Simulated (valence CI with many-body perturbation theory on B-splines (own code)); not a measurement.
Values are calculated unless marked as measured or tabulated.
# Run record, Ge9+

Level of theory: valence CI with perturbative core correlation (CI+MBPT): five valence electrons over a frozen Dirac-Fock core [Ar], radial functions for each j: 6 s, 6 p, 5 d, 5 f, 1 g, with the one-electron correlation potential Σ1 (screened to all orders), the two-electron term Σ2, the three-electron term Σ3, Breit, model QED; selected single and double excitations, second order for the rest, scaled by the run's own slope (own B-spline code, finite nucleus).

Command, and the settings that its task file holds:

```sh
python run_cv.py task.json out
```

```
atom Ge  Z=32  mass_number=74  rms_radius_fm=4.0742
core [Ar]
valence 3d5
avg = 1
basis = S
breit = 1
cap = 10000
capref = 1200
cscale = 1
de = 0.0
dress = 0
ecut = 10.89
eps = 2e-08
extrap = 1
h = 0.27
hh = 1
l2 = 3
lcore = 6
maxit = 60
n2 = 5
natural = 1
nlev = 21
nno = [3, 3, 3, 3, 1]
nroot = 26
nsp = [3, 3, 2, 2, 0]
pt2 = 1
qed = 1
rpa = 1
s1 = 1
s2 = 1
s3 = 1
screen = 1
tol = 2e-05
whole = 1
```

It took 40 s on 1 thread of Arm Neoverse V1, on a shared host.

Log. The first blocks belong to the next ion, which gives the ionisation energy. Fields: 2J, parity (1 odd), roots, reference size, generating configurations, candidates as configurations/state functions, variational space P, stored matrix elements, Davidson steps; e2 is the range of second-order energies in hartree. The first line gives the box (bohr), its intervals, the orbitals and the steps of their self-consistent field. Window is the range of levels sought, series limit the energy at which the first omitted orbital would enter, core excitation an estimate of the first excitation out of the core, left out the lowest levels not solved, and shifts from estimates the range by which levels moved from their first estimate, all in cm⁻¹.

```
rmax 11.5 intervals 63 orbitals 40 references ['3d5', '3d4 4s', '3d4 4p'] scf 6 t 0.9
2J=0 par=0 roots 2 ref 17 generators 7 cand 478/983 P 491/1000 nnz 0 it 0
2J=0 par=0 roots 2 ref 17 generators 15 cand 1298/3269 P 1789/4269 nnz 1.9e+06 it 6
   second order: generators 28 cand 7082/16492 e2 -0.00005 -0.00002
2J=2 par=0 roots 2 ref 36 generators 5 cand 178/953 P 193/989 nnz 0 it 0
2J=2 par=0 roots 2 ref 36 generators 15 cand 859/3982 P 1052/4971 nnz 4.5e+06 it 8
   second order: generators 25 cand 6142/39992 e2 -0.00019 -0.00013
2J=4 par=0 roots 2 ref 51 generators 6 cand 124/940 P 140/991 nnz 0 it 0
2J=4 par=0 roots 2 ref 51 generators 17 cand 614/3925 P 754/4916 nnz 5.5e+06 it 9
   second order: generators 26 cand 6495/58841 e2 -0.00047 -0.00026
reference levels 556, estimated 31, window 102349 1/cm; series limit 1483416, core excitation 643527
2J=5 par=0 roots 8 ref 81 generators 5 cand 47/737 P 222/3186 nnz 2.5e+06 it 9
2J=5 par=0 roots 8 ref 81 generators 5 cand 541/6766 P 763/9952 nnz 2.1e+07 it 9
   second order: generators 33 cand 18426/615037 e2 -0.00141 -0.00028
2J=11 par=0 roots 3 ref 35 generators 3 cand 65/839 P 300/3199 nnz 2.5e+06 it 5
2J=11 par=0 roots 3 ref 35 generators 3 cand 798/6706 P 1098/9905 nnz 2.1e+07 it 7
   second order: generators 19 cand 14123/492018 e2 -0.00018 -0.00014
2J=7 par=0 roots 6 ref 72 generators 3 cand 44/861 P 218/3249 nnz 2.6e+06 it 7
2J=7 par=0 roots 6 ref 72 generators 3 cand 504/6743 P 722/9992 nnz 2.2e+07 it 8
   second order: generators 24 cand 15235/558381 e2 -0.00141 -0.00077
2J=9 par=0 roots 4 ref 56 generators 3 cand 64/670 P 252/3132 nnz 2.5e+06 it 5
2J=9 par=0 roots 4 ref 56 generators 3 cand 597/6852 P 849/9984 nnz 2.2e+07 it 8
   second order: generators 25 cand 15054/531596 e2 -0.00071 -0.00048
2J=3 par=0 roots 5 ref 67 generators 3 cand 77/837 P 282/3167 nnz 2.4e+06 it 5
2J=3 par=0 roots 5 ref 67 generators 3 cand 758/6765 P 1040/9932 nnz 2e+07 it 8
   second order: generators 20 cand 12785/340163 e2 -0.00050 -0.00036
2J=1 par=0 roots 3 ref 39 generators 3 cand 153/919 P 513/3339 nnz 2.5e+06 it 5
2J=1 par=0 roots 3 ref 39 generators 3 cand 941/4662 P 1454/8001 nnz 1.2e+07 it 7
   second order: generators 19 cand 11948/166008 e2 -0.00015 -0.00012
2J=13 par=0 roots 1 ref 18 generators 1 cand 101/902 P 383/3464 nnz 3e+06 it 4
2J=13 par=0 roots 1 ref 18 generators 1 cand 709/4409 P 1092/7873 nnz 1.4e+07 it 5
   second order: generators 12 cand 13141/291452 e2 -0.00012 -0.00012
left out: unestimated 153865, estimated 138529, shifts from estimates -61 to 40
operators 1.3
```

The Davidson iterations converged. The settings are bad on purpose, so the numbers may not be properties of the ion.

No measured spectrum was set against this ion. As an estimate, terms of the open shell hold to 2 to 4 % of their energy, and close levels can change places. Among the levels kept, up to 320 cm⁻¹ of a level comes from second order outside the variational space, and about a tenth of that is noise between levels of different J, which matters for small intervals. Only levels of the ground parity were solved; by the run's estimate the other parity begins above the list, which can be wrong where configurations are misplaced.

```yaml
Valence_energy: -60.08393 hartree
Ionisation_energy: "250.03 eV (NIST: 252.1 ± 2.2 eV (theoretical))"
Reference_configurations_for_the_orbitals: 3d5, 3d4 4s, 3d4 4p
Radial_orbitals: 40
Box_radius: 11.46 bohr
Largest_variational_space: 9992
Lowest_levels: 3d5 6S_5/2 0.0, 3d5 4G_5/2 59198, 3d5 4G_11/2 59236, 3d5 4G_7/2 59489, 3d5 4G_9/2 59587, 3d5 4P_5/2 64362, 3d5 4P_3/2 65251, 3d5 4P_1/2 66171, 3d5 4D_7/2 71575, 3d5 4D_1/2 72810, 3d5 4D_5/2 73398, 3d5 4D_3/2 73461, 3d5 2I_11/2 85879, 3d5 2I_13/2 86512 cm⁻¹
```
